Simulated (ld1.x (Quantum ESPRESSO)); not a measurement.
Configuration tests for La (Z = 57) (TM)

* Element: La (Z = 57)
* Generator: ld1.x (Quantum ESPRESSO) 7.5
* Type: norm-conserving Troullier–Martins (Kleinman–Bylander form)
* Functional: Wu–Cohen
* Relativity: fully relativistic
* Frozen core: [Kr] 4d10 5s2
* Valence charge: 9
* Reference configuration: 4f0 5p6 5d1 6s2 6p0
* Partial waves: 6s (bound): rc 4.10 bohr; 5p (bound): rc 3.10 bohr; 5d (bound): rc 4.00 bohr; 4f (bound, empty): rc 1.65 bohr
* Local potential: all-electron potential smoothed inside 3.25 bohr (lloc = -1)
* Core correction: none

Open shells are filled in proportion to 2j + 1 (rel_dist='average').

Energies are relative to the spin-unpolarised reference configuration 4f0 5p6 5d1 6s2 6p0; without spin polarisation the order of configurations can differ from experiment. Not all tests gave a result: 3 of 7 tests not solved or not reliable. Left out of the table: 4f0 5p6 5d0 6s2 6p0 (solver errors, printed error -2.5 eV); 4f0 5p6 5d1 6s1.5 6p0 (pseudo-atom not self-consistent, printed error -1.5 meV); 4f1 5p6 5d0 6s2 6p0 (solver errors, printed error -515 eV). The frozen-core shift is the all-electron ΔE with the core orbitals held at their reference shape minus the fully relaxed ΔE.

```tsv
valence configuration	charge	ΔE all-electron (eV)	error AE − PS (meV)	frozen-core shift (meV)
4f0 5p6 5d1 6s1 6p0	+1	5.997	-6.7	+0.2
4f0 5p6 5d1 6s0 6p0	+2	16.782	-11	+3.0
4f0 5p6 5d1.5 6s1.5 6p0	0	0.361	-4.6	+0.8
```

Problem. What are ΔE and the potential's error for 4f0 5p6 5d0 6s0 6p0?

Solution. ΔE = 35.676 eV all-electron; the error (AE − PS) is +94 meV.

Levels in the configuration 4f0 5p6 5d0 6s0 6p0:

| level | all-electron (eV) | pseudo (eV) |
| --- | --- | --- |
| 5p j=1/2 | -46.609 | -46.388 |
| 5p j=3/2 | -43.941 | -43.736 |

These tests converged, but a pseudo level misses the all-electron one widely, so the file describes the atom poorly there or has found another state: 4f0 5p6 5d0 6s0 6p0: empty 6s by 4.5 eV. ld1.x printed “convergence not achieved” for 2 of the counted tests; their residual had stalled under 1e-8, short of the target of 1e-14.

A Bessel basis up to 400 Ry misses an occupied level by 0.03 Ry, so cutoffs and ghosts were not judged.
